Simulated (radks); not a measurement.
Si4-, 18 electrons, occupied as [Ar]. Method: scalar-relativistic Kohn-Sham, LDA (Slater exchange, Perdew-Wang correlation), spin-polarised, spherical densities, finite nucleus; Fermi nuclear charge, rms radius 3.1224 fm; Watson sphere of charge +5.62 and radius 4.41 bohr; computed with a radial shooting solver on a logarithmic mesh with Libxc functionals.

Radial electron density D(r) = 4 pi r^2 rho(r):

```
   r/bohr * D(r) (the largest magnitude, 15.7, reaches the edge; | marks zero)
 0.004074 |*
 0.005263 | *
 0.006798 |  *
 0.008781 |    *
  0.01143 |      *
  0.01477 |          *
  0.01908 |                *
  0.02465 |                       *
  0.03184 |                                *
  0.04113 |                                         *
  0.05312 |                                                 *
  0.06862 |                                                      *
  0.08936 |                                                     *
   0.1154 |                                              *
   0.1491 |                                      *
   0.1926 |                                 *
   0.2488 |                                     *
   0.3214 |                                             *
   0.4151 |                                                 *
   0.5363 |                                          *
   0.6983 |                          *
    0.902 |            *
    1.165 |      *
    1.505 |     *
    1.944 |       *
    2.511 |       *
    3.244 |      *
    4.191 |     *
    5.457 | *
    7.049 *
    9.106 *
```

D(r) has 3 maxima, at r = 0.0749, 0.405, 2.32 bohr, and minima at 0.196, 1.33 bohr, inside which lie 2.20, 10.32 electrons.
